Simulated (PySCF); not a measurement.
## Partial charges of `NBB(F)F`

Species: B₂F₂H₃N.
Atom-mapped SMILES: `[NH2:1][BH:2][B:3]([F:4])[F:5]` (hydrogens: H6, H7 on N1; H8 on B2)

Structure used (PBE0-D3(BJ)/def2-SVP), in Å, numbered top down from 1:
```
atom  x, y, z in Å
N1    -1.216   -0.377    0.184
B2    -0.135    0.328   -0.329
B3     1.492   -0.055    0.019
F4     2.144    0.432    1.068
F5     2.219   -0.838   -0.767
H6    -2.175   -0.144   -0.042
H7    -1.138   -1.173    0.804
H8    -0.388    1.257   -1.068
```

Density: PBE0/pcSseg-1 (PySCF); schemes: Mulliken, IAO, Hirshfeld and ESP-fitted. Geometry: PBE0-D3(BJ)/def2-SVP; no solvent, vibrations or thermal averaging.

Problem. At which atom do the 4 schemes differ most?

Solution. At N1: from -0.762 (ESP-fitted) to -0.220 e (Hirshfeld), 0.542 e apart.

Problem. For which atoms does the sign change between the 4 schemes (beyond +0.03 e in one, beyond −0.03 e in another)?

Solution. B2 and H8. Atomic charges aren't observables, and each scheme defines them in its own way.

Problem. Tabulate the Mulliken, IAO, Hirshfeld and ESP-fitted charges.

Solution. In e:

| atom | environment | Mulliken | IAO | Hirshfeld | ESP-fitted |
| --- | --- | --- | --- | --- | --- |
| N1 | boron-bound nitrogen | -0.445 | -0.491 | -0.220 | -0.762 |
| B2 | three-coordinate boron | -0.037 | -0.069 | +0.066 | +0.058 |
| B3 | three-coordinate boron | +0.647 | +0.623 | +0.244 | +0.616 |
| F4 | boron-bound fluorine | -0.298 | -0.312 | -0.151 | -0.291 |
| F5 | boron-bound fluorine | -0.298 | -0.311 | -0.151 | -0.291 |
| H6 | N–H hydrogen | +0.203 | +0.275 | +0.138 | +0.372 |
| H7 | N–H hydrogen | +0.197 | +0.270 | +0.137 | +0.357 |
| H8 | B–H hydrogen | +0.031 | +0.015 | -0.064 | -0.059 |

Mean size of the charges over all atoms: ESP-fitted 0.351 e, IAO 0.296 e, Mulliken 0.270 e, Hirshfeld 0.146 e. Each set sums to the total charge, 0, to within 0.001 e. The Mulliken scheme gives each basis function's population to the atom it is centred on and halves the overlap population of two atoms between them.

Problem. How closely do the schemes follow one another over all atoms?

Solution. Correlation coefficient and root-mean-square difference: Mulliken with IAO 0.99, 0.043 e; Hirshfeld with ESP-fitted 0.97, 0.268 e; IAO with ESP-fitted 0.97, 0.119 e; IAO with Hirshfeld 0.96, 0.203 e; Mulliken with ESP-fitted 0.95, 0.147 e; Mulliken with Hirshfeld 0.95, 0.188 e.

Problem. How many electrons does the IAO scheme count on N1?

Solution. Z − q = 7 − (-0.491) = 7.491.

Problem. Sum the charges by element, for elements with more than one atom.

Solution. 
```json
{"element": "B", "atoms": "2", "Mulliken": "+0.610", "IAO": "+0.555", "Hirshfeld": "+0.310", "ESP-fitted": "+0.674"}
{"element": "F", "atoms": "2", "Mulliken": "-0.596", "IAO": "-0.623", "Hirshfeld": "-0.302", "ESP-fitted": "-0.582"}
{"element": "H", "atoms": "3", "Mulliken": "+0.431", "IAO": "+0.560", "Hirshfeld": "+0.211", "ESP-fitted": "+0.669"}
```

These values come from a run that also computed NMR shieldings. The run took 4.8 s of wall time on an x86-64 server with one thread, shared host.
